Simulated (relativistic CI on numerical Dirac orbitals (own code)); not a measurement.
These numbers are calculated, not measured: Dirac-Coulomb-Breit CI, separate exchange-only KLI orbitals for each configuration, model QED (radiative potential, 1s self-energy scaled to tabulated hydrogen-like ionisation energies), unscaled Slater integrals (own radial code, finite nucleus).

CI space (outside the closed core [Ar] 3d10): 4s²4p⁶4d, 4s²4p⁶4f, 4s²4p⁵4d², 4s4p⁶4d², 4s²4p⁵4d4f, 4s4p⁶4d4f, 4s²4p⁶5s, 4s²4p⁶5p, 4s²4p⁶5d, 4p⁶4d²4f, 4s²4p⁵4d5s, 4s²4p⁶5f, 4s²4p⁵4d5p, 4s4p⁶4f5s, 4s²4p⁶5g, 4s4p⁶4d5s, 4s²4p⁵4d5d, 4p⁶4d³, 4p⁵4d⁴, 4p⁵4d³4f, 4p⁶4d4f², 4p⁶4f³, 4p⁵4d²4f², 4p⁵4d4f³, 4p⁶4f²5s, 4s4p⁶4f², 4s4p⁵4f³, 4s4p⁶4f5p, 4s4p⁵4f²5p, 4p⁶4f²5p. Double excitations out of closed p, d and f shells are left out; levels of such configurations are missing from the list, as are those of other unlisted configurations, and high levels can miss mixing partners. These lack a partner that the ground configuration has and come out too high: 4s²4p⁵4d5s, 4s²4p⁵4d5p, 4s²4p⁵4d5d, 4s²4p⁶5d, 4s²4p⁶5f.

At this charge energies of transitions that change n are usually good to better than 1 %, and those within a shell (Δn = 0) to a few per cent.

Outline of the computed level scheme of Tl XLV. Lowest level of each configuration: 4s²4p⁶4d ²D3/2 at 0.000 eV; 4s²4p⁵4d² ⁴D°3/2 at 178.287 eV; 4s²4p⁶4f ²F°5/2 at 267.265 eV.

Some strong electric-dipole decays among the lowest 45 levels: 4s²4p⁵4d² ²D°5/2 → 4s²4p⁶4d ²D5/2 (4.5e+12 s⁻¹); 4s²4p⁵4d² ²P°3/2 → 4s²4p⁶4d ²D5/2 (3.9e+12 s⁻¹); 4s²4p⁵4d² ²D°3/2 → 4s²4p⁶4d ²D3/2 (3.2e+12 s⁻¹); 4s²4p⁵4d² ²F°7/2 → 4s²4p⁶4d ²D5/2 (3.2e+12 s⁻¹); 4s²4p⁵4d² ²D°3/2 → 4s²4p⁶4d ²D3/2 (3.0e+12 s⁻¹); 4s²4p⁵4d² ²P°1/2 → 4s²4p⁶4d ²D3/2 (3.0e+12 s⁻¹); 4s²4p⁶4f ²F°5/2 → 4s²4p⁶4d ²D3/2 (2.0e+12 s⁻¹); 4s²4p⁵4d² ⁴G°5/2 → 4s²4p⁶4d ²D3/2 (1.5e+12 s⁻¹).

LS names give the leading component of a level, which can be under half, so a name can repeat, a term be missing and a line seem to break the LS rules.
